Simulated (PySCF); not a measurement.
Compound: C5H6NO (doublet state).
Atom-mapped SMILES: `[CH3:1][N:2][c:3]1[cH:4][cH:5][o:6][cH:7]1` (hydrogens: H8, H9, H10 on C1; H11 on C4; H12 on C5; H13 on C7)

Cartesian coordinates in Å at the GFN2-xTB level; atoms count from 1:
```
atom  x, y, z in Å
C1    -2.1433   -0.4163    0.1105
N2    -1.2465    0.6305    0.4602
C3     0.0417    0.4508    0.2743
C4     0.8085   -0.6666   -0.2493
C5     2.1026   -0.2873   -0.2063
O6     2.2389    0.9649    0.2945
C7     1.0180    1.4126    0.5833
H8    -3.1559   -0.0811    0.3328
H9    -2.0765   -0.6741   -0.9540
H10   -1.9388   -1.3352    0.6745
H11    0.4247   -1.6025   -0.5995
H12    3.0066   -0.7912   -0.4899
H13    0.9156    2.3961    0.9941
```

The hyperfine couplings belong to this conformer and change with its torsions.

Level of theory: PySCF 2.14.0, UKS B3LYP, pcH-1 on C H N O, non-relativistic, mean-field spin-orbit, GIAO. Isolated species at its GFN2-xTB geometry (one conformer only). GFN2-xTB frequencies show an imaginary mode (49i cm⁻¹), so this geometry is no minimum at that level. A GFN2-xTB geometry isn't a minimum of the functional, and hyperfine couplings can be far from their values at a DFT geometry. The SCF solution wasn't tested for stability.

The Mulliken spin populations are largest on N2 (+0.60), C7 (+0.48), C3 (-0.16) and C4 (+0.07). The positive populations add up to 1.26 and the negative ones to -0.26, together 2S = 1.

(1) Find Q in a(H) = Q·ρ(C) for the protons on the planar carbons that carry spin.

Results:

(1) 
```csv
H,C,ρ(C),a(H) (G),a/ρ (G)
H13,C7,+0.484,-12.40,-25.6
```

One proton gives one ratio, Q = -25.6 G, and no test of linearity. In McConnell's picture π spin on carbon polarises the C–H bond and leaves opposite spin at the proton, which makes Q negative, as found here.

Couplings in gauss use g_iso = 2.0038.
